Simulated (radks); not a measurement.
Q: Valence configurations of neutral oxygen (all share [He]). Method: scalar-relativistic Kohn-Sham, SCAN, spin-polarised, spherical densities, finite nucleus; open shells are filled with parallel spins first; meta-GGA in the generalised Kohn-Sham scheme; Fermi nuclear charge, rms radius 2.6991 fm; computed with a radial shooting solver on a logarithmic mesh with Libxc functionals. Order these by energy: 2p6; 2s0.5 2p5.5; 2s1.5 2p4.5; 2s2 2p4; 2s1 2p5.

A: From the lowest, in eV above it: 2s2 2p4 0.000; 2s1.5 2p4.5 7.991; 2s1 2p5 15.509; 2s0.5 2p5.5 25.480; 2p6 34.196. NIST lists [He] 2s2 2p4 as the ground configuration; this level of theory agrees among the configurations tried. The energies are those of spherical high-spin densities, not of single terms.
